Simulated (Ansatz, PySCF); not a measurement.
Species: CH₄BO (charge 0, doublet). It need not be the lowest isomer of its formula. 
Geometry from a B3LYP-D3(BJ)/def2-TZVP (Ansatz, a first-principles code) optimisation:
```
C
H 1 1.0889
H 1 1.0889 2 109.47
H 1 1.0910 2 110.13 3 121.23
O 1 1.4399 2 108.16 3 -117.64
B 5 1.3201 1 124.81 2 -120.76
H 6 1.2036 5 125.03 1 0.00
```
Charge 0, spin multiplicity 2.

Quantity: atomisation energy (electronic, to ground-state atoms), in kJ/mol. Correlated levels leave the core frozen unless marked. Open shells are spin-unrestricted. Spin-orbit coupling is left out. Non-relativistic. The coupled-cluster limit lacks core correlation, which all-electron functionals hold. CBS marks a two-point X^-3 extrapolation of the correlation energy; Hartree-Fock from the larger set. The bracket is a focal-point correction in the basis named.

| level | program | atomisation energy (kJ/mol) | minus last row |
|---|---|---|---|
| HF-D3(BJ)/def2-TZVPD | PySCF + dftd3 | 1980.5 | -554.7 |
| PBE0-D4/def2-TZVP | Ansatz + dftd4 | 2556.0 | 20.8 |
| PBE0/def2-TZVP | Ansatz | 2549.6 | 14.4 |
| BHLYP-D3(BJ)/def2-TZVPD | Ansatz + dftd3 | 2480.7 | -54.5 |
| TPSSh-D3(BJ)/def2-TZVPD | PySCF + dftd3 | 2565.1 | 29.9 |
| CAM-B3LYP-D3(BJ)/def2-TZVPD | Ansatz + dftd3 | 2569.2 | 34.0 |
| RI-MP2/CBS(aug-cc-pVTZ,aug-cc-pVQZ)+[CCSD(T)-MP2]/aug-cc-pVTZ | Ansatz | 2535.2 | 0.0 |
